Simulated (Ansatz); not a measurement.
Consider the redistribution: `[F][In]([F])[SH]` + `SB(S)Cl` → `[F][In]([SH])[SH]` + `FB(S)Cl`.

Program: Ansatz. Geometries: PBE0-D4/def2-TZVP. ΔE: electronic, gas phase. CCSD(T)/CBS adds triple-zeta CCSD(T) − MP2 to the extrapolated MP2 energy (def2 sets, frozen cores). DFT in def2-TZVPP. def2 core potentials past Kr. For In outer-core shells are correlated without core-valence functions, which leaves a few kJ/mol of doubt a bond. Each species was taken in one conformer, which may not be the lowest.

Is it downhill or uphill in electronic energy at CCSD(T)/CBS, and by how much? (An estimate is asked.)

Computed: Downhill: ΔE = -101.4 kJ/mol.

What do these levels give: BLYP-D4, PBE0-D4, ωB97M-V, B2PLYP, r2SCAN, BHLYP, CAM-B3LYP, LC-ωPBE, HF/def2-SVP, CCSD/def2-TZVPP, SCS-MP2/def2-QZVPP, MP2/CBS(def2)? (An estimate is asked.)

The calculation gave: BLYP-D4 -96.2, PBE0-D4 -104.3, ωB97M-V -106.9, B2PLYP -105.8, r2SCAN -104.0, BHLYP -115.6, CAM-B3LYP -109.2, LC-ωPBE -98.3, HF/def2-SVP -127.1, CCSD/def2-TZVPP -111.1, SCS-MP2/def2-QZVPP -100.2, MP2/CBS(def2) -98.3 kJ/mol.

Largest T1 diagnostic among the species: 0.016.

From r2SCAN to r2SCAN0 (25 % exact exchange), in def2-TZVPP and without D4, ΔE moves by −6.5 kJ/mol. In def2-TZVPP, CCSD(T) changes the Hartree–Fock value by +15.0 kJ/mol (the triples alone add +3.6 kJ/mol) and MP2 by +18.1 kJ/mol.
